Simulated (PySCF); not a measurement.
# Radial density of S⁺ (sulfur, charge +1)

r2SCAN0, [Ne] 3s2 3p3, high-spin 4S determinant. All numbers are calculated (PySCF 2.14, scalar relativity by spin-free X2C-1e, in aug-cc-pCVQZ-DK (10s9p7d5f3g, 134 functions)).

| r (bohr) | 4πr²ρ (e/bohr) | 4πr²(ρα − ρβ) |
| --- | --- | --- |
| 0.00150 | 0.08821 | 0.0000 |
| 0.00253 | 0.2305 | 0.0000 |
| 0.00425 | 0.5931 | 0.0000 |
| 0.00715 | 1.478 | 0.0000 |
| 0.0120 | 3.482 | 0.0002 |
| 0.0202 | 7.431 | 0.0008 |
| 0.0340 | 13.38 | 0.0040 |
| 0.0572 | 18.13 | 0.0204 |
| 0.0962 | 16.20 | 0.0880 |
| 0.162 | 12.01 | 0.2655 |
| 0.272 | 16.37 | 0.4072 |
| 0.458 | 14.79 | 0.0993 |
| 0.770 | 4.323 | 0.2387 |
| 1.30 | 3.272 | 1.6792 |
| 2.18 | 1.931 | 1.2435 |
| 3.67 | 0.1669 | 0.1299 |
| 6.17 | 0.001170 | 0.0011 |

Densities and radii are taken from the X2C orbitals without a picture-change correction, which distorts them close to the nucleus.
